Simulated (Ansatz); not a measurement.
Total energies of CH$_{4}$N$_{2}$Se (`N=C(N)[SeH]`).

```csv
atom,x (Å),y (Å),z (Å)
N1,-0.0512,0.1974,-1.3809
C2,-0.1256,0.0233,-0.1344
N3,-0.7884,0.8897,0.6862
Se4,0.5325,-1.5020,0.8891
H5,0.3497,-0.5906,-1.8731
H6,-1.1146,1.7279,0.2292
H7,-0.4425,1.0047,1.6231
H8,1.6401,-1.7503,-0.0392
```

Total charge 0; spin multiplicity 1. Correlated methods include outer-core shells of Se, which these sets cover unevenly. Scalar relativity is left out up to krypton. Geometry: relaxed with PBE0-D4/def2-TZVP. It is one conformer, not always the lowest. Basis def2-TZVPP, Ansatz.

RPA on PBE orbitals: Hartree–Fock energy of these orbitals -2548.93359 Eh, correlation -1.32101 Eh (frozen core).

```
functional  energy without D4 (Eh)  D4 term (kJ/mol)
    B97M-V             -2551.16938                 –
     BHLYP             -2551.51736             -19.4
```

(1) Give the same for LDA (SPW92), PBE, revPBE, BLYP, r2SCAN, PBE0, B3LYP, r2SCANh, r2SCAN0, HSE06 (plane-wave form), CAM-B3LYP, LC-ωPBE, ωB97X-V, ωB97M-V, B2PLYP, PBE-QIDH. (Best estimate.)

B3LYP takes the VWN-RPA correlation (the form of Gaussian; ORCA's B3LYP/G). HSE06 is the plane-wave form, built on full-range PBE exchange. The double hybrids freeze the cores in their second-order part.

## Answers

(1) Ansatz gave: 
```json
{"functional": "LDA (SPW92)", "energy without D4 (Eh)": "-2546.95398", "D4 term (kJ/mol)": "–"}
{"functional": "PBE", "energy without D4 (Eh)": "-2551.09020", "D4 term (kJ/mol)": "-16.0"}
{"functional": "revPBE", "energy without D4 (Eh)": "-2551.38794", "D4 term (kJ/mol)": "-52.0"}
{"functional": "BLYP", "energy without D4 (Eh)": "-2551.61663", "D4 term (kJ/mol)": "-36.2"}
{"functional": "r2SCAN", "energy without D4 (Eh)": "-2551.53284", "D4 term (kJ/mol)": "-3.7"}
{"functional": "PBE0", "energy without D4 (Eh)": "-2551.16875", "D4 term (kJ/mol)": "-13.3"}
{"functional": "B3LYP", "energy without D4 (Eh)": "-2551.66396", "D4 term (kJ/mol)": "-26.0"}
{"functional": "r2SCANh", "energy without D4 (Eh)": "-2551.51949", "D4 term (kJ/mol)": "-3.9"}
{"functional": "r2SCAN0", "energy without D4 (Eh)": "-2551.50078", "D4 term (kJ/mol)": "-4.3"}
{"functional": "HSE06 (plane-wave form)", "energy without D4 (Eh)": "-2551.16423", "D4 term (kJ/mol)": "-12.4"}
{"functional": "CAM-B3LYP", "energy without D4 (Eh)": "-2551.67817", "D4 term (kJ/mol)": "-13.4"}
{"functional": "LC-ωPBE", "energy without D4 (Eh)": "-2551.19706", "D4 term (kJ/mol)": "–"}
{"functional": "ωB97X-V", "energy without D4 (Eh)": "-2551.35428", "D4 term (kJ/mol)": "–"}
{"functional": "ωB97M-V", "energy without D4 (Eh)": "-2551.43232", "D4 term (kJ/mol)": "–"}
{"functional": "B2PLYP", "energy without D4 (Eh)": "-2551.12682", "D4 term (kJ/mol)": "–"}
{"functional": "PBE-QIDH", "energy without D4 (Eh)": "-2550.82603", "D4 term (kJ/mol)": "–"}
```

LC-ωPBE has ω = 0.4 bohr⁻¹.
